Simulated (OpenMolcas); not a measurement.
## Ho2+: from CASSCF to CASPT2

```
Program             : OpenMolcas
Basis               : ANO-RCC-VTZP [8s7p5d3f2g1h]
Scalar Hamiltonian  : DKH2, point nucleus
Active space        : 11 electrons in 7 orbitals (4f)
State averaging     : 2S+1 = 4 odd, 35 roots (21 in the spin-orbit step); 2S+1 = 2 odd, 112 roots (35 in the spin-orbit step)
Spin-orbit coupling : RASSI with atomic mean-field integrals over the reference wave functions, term energies averaged over their components
```

Methods on the same reference wave functions:
A. CASSCF
B. SS-CASPT2, IPEA 0.25 Eh, imaginary shift 0.1 Eh (closed shells correlated: 5s 5p)

Energies in cm-1 above 4f11 4I* 15/2, the measured ground level; measured values from Martin, Zalubas and Hagan, Atomic Energy Levels: The Rare-Earth Elements, NSRDS-NBS 60 (1978); whole-number values converted from NIST levels in rydberg listed in Nahar, Atoms 12, 24 (2024).

```csv
Level,A,B,Measured
4f11 4I* 15/2,0.0,0.0,0.0
4f11 4I* 13/2,5558,5600,5439
4f11 4I* 11/2,9195,9000,8644
4f11 4I* 9/2 [65 %],11594,10930,10770
4f11 4F* 9/2 [66 %],17463,14400,13330
```

Deviations, from unrounded energies. A percentage is the sum of absolute deviations over the sum of measured energies, with the sign that they share, or ± where signs differ.

```
                        Against measurement  Levels      A     B
             mean absolute deviation (cm-1)       4   1400   440
      fine structure of the ground term (%)       3   +6.0  +2.7
other terms of the ground configuration (%)       1  +31.0  +8.0
```

B lies closest to measurement on these levels. The largest miss of B in the table is 4f11 4F* 9/2 [66 %], by +1100 cm-1. The ranking rests on the paired levels alone, and a cruder setting can come out closer through cancelling errors.

The lowest spin-free term lies below A's lowest term by 0.997 hartree in B.

CASPT2 breaks the degeneracy within a term, and the mean is taken; among the terms shown or strongly mixed into the levels shown the widest spread is 960 cm-1 (4f11 4I*, B). High states are left out of the spin-orbit mixing, which shifts the levels that they would mix with. Some levels mix across a computed gap that differs much from the measured one, so their mixing is not that of the real levels. Without dynamic correlation excited terms often stand tens of per cent too high (terms of higher spin than the ground term too low), and those without a measured partner can miss by more than the paired ones (holds for A). Measured partners are found by configuration, term and J. A level has none where our copy of the source lacks it or the pairing is in doubt (some pairs that miss far off the trend of their configuration count as doubtful), and it then counts in no deviation. Only configurations of the active space appear. The table leaves out levels that lie high or whose names do not pair safely across all columns.

A share in square brackets marks a mixed level and gives the weight of the term that names it, the lowest over the columns. * marks odd parity.
